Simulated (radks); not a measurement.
The numbers below are computed, except where a source is named.
The mean radii <r> (bohr) of the occupied orbitals of an atom or ion are listed with their occupations. Level of theory: scalar-relativistic Kohn-Sham, B86b exchange with PBE correlation, spin-polarised, spherical densities, finite nucleus; Fermi nuclear charge, rms radius of each element as measured or else 0.836 A^(1/3) + 0.57 fm (a radial shooting solver on a logarithmic mesh with Libxc functionals).

| orbital | occ. | <r> |
|---|---|---|
| 1s down | 1 | 0.01774 |
| 1s up | 1 | 0.01774 |
| 2s up | 1 | 0.07490 |
| 2s down | 1 | 0.07490 |
| 2p up | 3 | 0.06727 |
| 2p down | 3 | 0.06727 |
| 3s up | 1 | 0.1939 |
| 3s down | 1 | 0.1939 |
| 3p up | 3 | 0.1945 |
| 3p down | 3 | 0.1945 |
| 3d up | 5 | 0.1762 |
| 3d down | 5 | 0.1762 |
| 4s up | 1 | 0.4318 |
| 4s down | 1 | 0.4319 |
| 4p up | 3 | 0.4594 |
| 4p down | 3 | 0.4594 |
| 4d up | 5 | 0.4891 |
| 4d down | 5 | 0.4889 |
| 5s up | 1 | 1.008 |
| 5s down | 1 | 1.000 |
| 4f up | 7 | 0.5580 |
| 5p up | 3 | 1.168 |
| 4f down | 7 | 0.5542 |
| 5p down | 3 | 1.159 |
| 5d up | 5 | 1.682 |
| 6s up | 1 | 2.669 |
| 6s down | 1 | 2.811 |
| 6d up | 1 | 9.592 |

Name the element and its charge. Open shells, if any, are filled with parallel spins first.

Answer. Z = 76, osmium, charge 0: Os in [Xe] 4f14 5d5 6s2 6d1. The 1s radius gives Z: for a bare nucleus <r> = (2 gamma + 1)/(2Z) with gamma = sqrt(1 - (Z/c)^2), 0.01753 bohr for Z = 76, and screening makes it slightly larger (0.01774 here). The occupations add up to 76, and the charge is Z minus that.
